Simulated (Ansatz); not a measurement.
Geometry optimisation, RKS B3LYP-D4/6-31G in Ansatz.

Input:

```yaml
crystal:
  periodic: [false, false, false]
  atoms:
    - { symbol: C, position_ang: [1.7686, -0.3089, -1.5293] }
    - { symbol: C, position_ang: [1.414, 0.3877, -0.2] }
    - { symbol: Si, position_ang: [-0.3821, 0.0729, 0.3336] }
    - { symbol: C, position_ang: [-0.5763, -1.7506, 0.5415] }
    - { symbol: C, position_ang: [-1.5518, 0.7671, -0.9126] }
    - { symbol: Al, position_ang: [-0.6933, 1.1457, 2.4254] }
    - { symbol: H, position_ang: [1.6168, -1.3625, -1.4713] }
    - { symbol: H, position_ang: [2.8104, -0.0341, -1.8329] }
    - { symbol: H, position_ang: [1.0572, 0.1587, -2.2887] }
    - { symbol: H, position_ang: [2.1096, -0.0104, 0.596] }
    - { symbol: H, position_ang: [1.5632, 1.4874, -0.2576] }
    - { symbol: H, position_ang: [-0.42753, -2.21681, -0.51865] }
    - { symbol: H, position_ang: [-1.50738, -2.03797, 0.83017] }
    - { symbol: H, position_ang: [0.23578, -2.16129, 1.13306] }
    - { symbol: H, position_ang: [-1.4458, 0.2272, -1.8582] }
    - { symbol: H, position_ang: [-2.5826, 0.6772, -0.5007] }
    - { symbol: H, position_ang: [-1.3353, 1.8828, -1.0405] }
    - { symbol: H, position_ang: [0.4875, 1.9609, 3.1261] }
    - { symbol: H, position_ang: [-2.1127, 1.021, 3.1523] }
basis:
  gaussian: { orbitals: "6-31G" }
hamiltonian:
  xc: b3lyp
  dispersion: d4
relax:
  f_tol: 0.015
  max_steps: 40
output:
  orbitals: {}
```

Launched with:

```bash
$ ansatz run input.yaml --threads 1 --pin off --max-ram 2048MiB --backend cpu --events-out ev --progress --plain --runs-dir out
```

**Question.** Where does it end, and by what steps?

**Answer.** It converged. Limits of this set-up: no polarisation functions. After 7 steps the energy has fallen by 0.679 eV; H18 moved furthest, 0.25 Å.

| step | energy less start (eV) | largest force component (eV/Å) | accepted |
| --- | --- | --- | --- |
| 0 | 0.0000 | 3.399 | yes |
| 1 | -0.5936 | 1.154 | yes |
| 2 | -0.4305 | 1.438 | no |
| 3 | -0.6757 | 0.135 | yes |
| 4 | -0.6780 | 0.040 | yes |
| 5 | -0.6788 | 0.018 | yes |
| 6 | -0.6788 | 0.025 | no |
| 7 | -0.6790 | 0.007 | yes |

```xyz
19
Properties=species:S:1:pos:R:3
C 1.793 -0.249 -1.600
C 1.487 0.410 -0.241
Si -0.317 0.095 0.388
C -0.598 -1.812 0.512
C -1.553 0.773 -0.932
Al -0.717 1.180 2.581
H 1.678 -1.339 -1.551
H 2.821 -0.041 -1.924
H 1.121 0.120 -2.384
H 2.188 0.044 0.522
H 1.645 1.496 -0.304
H -0.466 -2.275 -0.473
H -1.613 -2.036 0.860
H 0.112 -2.278 1.204
H -1.399 0.261 -1.890
H -2.590 0.604 -0.620
H -1.415 1.848 -1.096
H 0.417 2.033 3.350
H -2.146 1.074 3.325
```

Run time: 75 s on 1 thread of Arm Neoverse V1, on a shared host, peak memory 0.24 GiB.
